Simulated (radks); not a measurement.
Results of a calculation; reference values are marked as such.
Spherical jellium clusters: N electrons in a uniform positive sphere of charge N and radius rs N^(1/3), rs = 2.66 bohr. Level of theory: non-relativistic Kohn-Sham, LDA (Slater exchange, Perdew-Wang correlation), spin-polarised, spherical densities (a radial shooting solver with Libxc functionals). Levels are named by radial order and angular momentum (1s, 1p, 1d, 2s, ...), and open shells are averaged over m.

N = 18, configuration 1s2 1p6 1d10. This is the lowest configuration that the search found. Occupied and some empty levels:

| level | occupation | eigenvalue (eV) | <r> (bohr) |
|---|---|---|---|
| 1s | 2 | -8.3791 | 4.135 |
| 1p | 6 | -6.3283 | 5.202 |
| 1d | 10 | -4.0342 | 6.036 |
| 2s | 0 | -3.5926 | 5.516 |
| 1f | 0 | -1.6036 | 6.981 |
| 2p | 0 | -1.2993 | 7.723 |

Energy (eV): total -24.4341, kinetic 63.571, external -1471.5, Hartree 715.54, exchange-correlation -90.911, background 758.82. Static polarisability (adiabatic kernel): 526.1 bohr^3, against R^3 = 338.8 for a classical metal sphere.
